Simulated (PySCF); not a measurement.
**NMR data sheet: C₃H₉NSi₂**

| Item | Value |
| --- | --- |
| Formula | C3H9NSi2 |
| SMILES | CC#C[Si@@H](N)[SiH3] |
| InChI | InChI=1S/C3H9NSi2/c1-2-3-6(4)5/h6H,4H2,1,5H3/t6-/m0/s1 |
| Point group of the computed structure | C1 |
| Degrees of unsaturation | 2 |
| Carbon signals | 3 |
| Proton signals | 4 |

Mapped SMILES: `[CH3:1][C:2]#[C:3][Si@@H:4]([NH2:5])[SiH3:6]`; H(Xn) means a hydrogen on atom n.

[PySCF 2.14: NMR shieldings at PBE0/pcSseg-1/GIAO; geometry from GFN2-xTB; no relativistic terms; in vacuum; fast rotation and ring inversion assumed for equivalent nuclei; single conformer]

Scale: TMS for 1H (σref 31.72) and 13C (σref 186.93) and 29Si (σref 349.16); NH3 for 15N (σref 267.73) (reference shieldings calculated alike).

| carbon | δC, type | δH (multiplicity) | HMBC from (2–3 bonds) | span of the C tensor (ppm) |
| --- | --- | --- | --- | --- |
| C1 | 6.1, CH3 | 2.04 (s) | – | 24 |
| C2 | 112.4, C | – | H(Si4), H(C1) | 268 |
| C3 | 89.1, C | – | H(Si4), H(Si6), H(C1) | 267 |

Other nuclei:
| atoms | nucleus | environment | δ (ppm) | σ (ppm) |
| --- | --- | --- | --- | --- |
| H(Si4) | 1H | hydrogen on a silicon bonded to C, N, Si | 5.10 | 26.62 |
| H(Si6) | 1H | hydrogen on a silicon bonded to Si | 3.35 | 28.36 |
| H(N5) | 1H | hydrogen on a nitrogen bonded to Si | 0.42 | 31.30 |
| Si4 | 29Si | silicon bonded to C, N, Si, H | -57.5 | 406.7 |
| Si6 | 29Si | silicon bonded to Si, 3 H | -118.3 | 467.5 |
| N5 | 15N | nitrogen bonded to Si, 2 H | 17.3 | 250.5 |

- Carbon types of the structure: 2 × C, 1 × CH3, leaving 6 H on heteroatoms.
- δC 112.4, 89.1: alkyne carbon.
- δC 6.1: propargylic methyl carbon; a saturated carbon with 1 carbon neighbour and no heteroatom attached.
- δH 5.10: hydrogen on a silicon bonded to C, N, Si.
- δH 2.04: hydrogen on a propargylic methyl carbon.
- δH 0.42: hydrogen on a nitrogen bonded to Si; exchangeable; this is the value without hydrogen bonding to other molecules.

OH and NH positions are those of a molecule without intermolecular hydrogen bonds; in solution they move with solvent, concentration and temperature, and exchange usually removes their couplings. Shifts are as computed. Against solution values, carbons near 30 ppm lie about +3 ppm off and those near 130 ppm about +5 ppm. Of 1211 compounds with measured shifts, 218 miss one by over three times the rms of a fit or turn the order of signals round; such compounds aren't used in these exercises. Experimental scales use liquid or dissolved standards, which lie at an offset from isolated NH3 (liquid NH3: subtract about 20 ppm). No couplings were computed; multiplicities are counted from neighbouring protons, with m where these are inequivalent, close in shift, in a saturated or five-membered ring or joined by F or P, and br s for small geminal =CH2 splittings.
